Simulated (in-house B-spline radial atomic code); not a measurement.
The numbers below are computed, except where a source is named.
# Quantum size effects in thin Ca films (stabilised jellium)

The positive ions are smeared into a uniform slab; the electrons are solved self-consistently in the LDA (PW92) on a fine grid across the film. Stabilised jellium adds, inside the slab, the constant potential −n de/dn that makes the bulk stable at the metal's density. No lattice, so no dependence on crystal face. Atomic units unless named. The table is for the stabilised model.

Ca: 2 valence electrons per atom, density 1.54 g/cm³, mass 40.08 u, so r_s = 3.27 bohr.

```csv
thickness (nm),in Fermi wavelengths,filled subbands,work function (eV),surface energy (J/m²)
0.425,0.750,2,3.552,0.327
0.496,0.875,2,3.492,0.297
0.567,1.000,2,3.233,0.285
0.637,1.125,3,3.296,0.315
0.708,1.250,3,3.467,0.316
0.779,1.375,3,3.438,0.299
0.850,1.500,3,3.291,0.293
0.921,1.625,4,3.312,0.311
0.992,1.750,4,3.429,0.311
1.062,1.875,4,3.414,0.300
1.133,2.000,4,3.317,0.297
1.204,2.125,5,3.323,0.309
1.275,2.250,5,3.408,0.309
```

(1) At what steps in thickness do new subbands fill, and why?

(2) How large is the oscillation of the work function here?

(3) The film of 17.4 bohr has subband bottoms at -7.716, -6.819, -5.362, -3.509 eV, measured from the vacuum level. Show that these levels and neutrality give the work function in the table.

Answers

(1) λ_F = 2π/k_F = 10.706 bohr = 0.567 nm. New subbands appear by 1.125, 1.625, 2.125 λ_F, each within the grid step of 1/8 λ_F; the true step is half a wavelength (0.283 nm), since a level crosses E_F each time one more half wave at k_F fits across the film.

(2) It runs from 3.233 to 3.552 eV over the table, 0.32 eV within the first four rows and 0.10 eV within the last four, about a thick-film value of 3.36 eV. The grid can skip the cusp where a subband opens, so the true swing can be larger; measurement on the bulk metal gives 2.87 eV.

(3) Each subband holds (E_F − ε_j)/π electrons per bohr², spin included. Neutrality needs n L = 0.0068276 × 17.4 = 0.11880, and π n L × 27.2114 = 10.156 eV. So E_F = (π n L + Σ ε_j)/4 = (10.156 + (-23.406))/4 = -3.313 eV, and the work function is 3.313 eV.
